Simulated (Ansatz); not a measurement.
Input file for Ansatz (a program for electronic structure): R-PBE/def2-TZVPPD on C2H4S (a complex), monomers drawn apart or pushed together. Files ending in .json are basis or fitting sets from the Basis Set Exchange.

Ansatz 0.2 input:
```yaml
crystal:
  periodic: [false, false, false]
  atoms:
    - {symbol: C, position_ang: [-0.51234001, 0.75207879, 0.16926741]}
    - {symbol: C, position_ang: [-0.53787904, -0.43811175, 0.04183468]}
    - {symbol: H, position_ang: [-0.48873917, 1.80894133, 0.28203755]}
    - {symbol: H, position_ang: [-0.55901637, -1.49513684, -0.06996272]}
    - {symbol: S, position_ang: [1.38153610, -0.48690456, 4.67242098]}
    - {symbol: H, position_ang: [0.12777973, -0.50233088, 5.15225040]}
    - {symbol: H, position_ang: [0.95938180, -0.28939551, 3.41140249]}
basis:
  gaussian:
    orbitals: def2-TZVPPD.json
hamiltonian:
  xc: {name: PBE}
scf: {lower_state_search: off}
```

What total energy does the run end on?

-476.4826 hartree.
